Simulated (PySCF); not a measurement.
Here is a job for PySCF.
```python
from pyscf import gto, scf, dft

mol = gto.Mole()
mol.atom = '''
    B    -0.00000000   -0.00000000   -0.84064362
    N     0.00000000    0.00000000    0.40129173
    H     0.00000000    0.00000000    1.39417598
'''
mol.basis = '6-31g'
mol.spin = 1
mol.verbose = 4
mol.symmetry = True
mol.build()

mf = dft.UKS(mol)
mf.xc = 'pbe0'
mf.kernel()
mf.analyze()
```

Problem. What does this run give for the <S^2>, nuclear repulsion energy?

Solution. 
The <S^2> comes out as 0.774 and the nuclear repulsion energy comes out as 19.8279 Eh.

These values belong to the state on which the SCF converged, which isn't shown to be the lowest.
